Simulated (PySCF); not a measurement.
A GIAO shielding run with PySCF (density fitting, non-relativistic, gas phase) on SMILES CC(C)CC(=O)[SiH2]CCl, C$_{6}$H$_{13}$ClOSi:

```
$ OMP_NUM_THREADS=1 python probes_run.py task.json out

{"job": {"kind": "nmr", "xc": "PBE0", "basis": "pcSseg-1"}, "charge": 0, "multiplicity": 1}
C      1.935981    -0.205745     1.264223
C      1.706071     0.625554     0.004641
C      2.957082     0.636517    -0.869233
C      0.512710     0.071811    -0.777893
C     -0.822650     0.295808    -0.114653
O     -0.993861     1.096326     0.776512
Si    -2.292023    -0.767646    -0.778246
C     -3.829444    -0.212102     0.195809
Cl    -5.243279    -1.164945    -0.338928
H      2.771336     0.192333     1.835033
H      2.159682    -1.238832     1.003094
H      1.051031    -0.189413     1.895326
H      1.465928     1.651254     0.302358
H      3.803460     1.028585    -0.310597
H      2.810907     1.257855    -1.750398
H      3.200329    -0.373115    -1.195325
H      0.631929    -0.997645    -0.963855
H      0.442075     0.557901    -1.755928
H     -2.463763    -0.525207    -2.211124
H     -2.005977    -2.179692    -0.520056
H     -3.729624    -0.374945     1.267036
H     -4.078308     0.834727     0.034491
```

Hardware: 1 thread of an Intel Xeon 6975P-C, shared host. The job also computes population analyses, field gradients.

Problem. How large is the calculation?

Solution. 88 electrons, 232 basis functions and 1247 auxiliary functions.

Problem. How long does it take, and how much memory does it need?

Solution. 51 s of wall time, with 14 SCF cycles and 5 response iterations; peak memory 1.1 GiB. Times on a shared host scatter by some tens of per cent.
